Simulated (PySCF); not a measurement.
# Ho(2+): excitation energy

Ho(2+) [Xe] 4f11 (high-spin determinant) → Ho(2+) [Xe] 4f10 6p1 (high-spin determinant), as a difference of total energies. All numbers are calculated (PySCF 2.14, scalar relativity by spin-free X2C-1e, in x2c-TZVPPall (11s7p7d4f2g, 113 functions)). Correlated levels: valence: [Kr] 4d10 frozen; valence and next inner shell: [Ar] 3d10 frozen. The calculations carry no spin-orbit coupling.

```json
{"method": "UHF", "excitation energy (cm⁻¹)": "30822"}
{"method": "LDA", "excitation energy (cm⁻¹)": "72108"}
{"method": "PBE", "excitation energy (cm⁻¹)": "68249"}
{"method": "PBE0", "excitation energy (cm⁻¹)": "61056"}
{"method": "r2SCAN", "excitation energy (cm⁻¹)": "62850"}
{"method": "MP2 (valence)", "excitation energy (cm⁻¹)": "64998"}
{"method": "SCS-MP2 (valence)", "excitation energy (cm⁻¹)": "62096"}
{"method": "MP2 (valence and next inner shell)", "excitation energy (cm⁻¹)": "68729"}
{"method": "SCS-MP2 (valence and next inner shell)", "excitation energy (cm⁻¹)": "64458"}
```

A first-order spin-orbit estimate (lowest level to lowest level, LS coupling) adds 0.106 eV.

The basis was made for the ground configuration and has no added diffuse functions, so the excitation energy can come out too high.

The determinant of the upper state and of the lower state mixes LS terms, which raises its energy above the lowest term, most at the Hartree-Fock and MP2 levels.
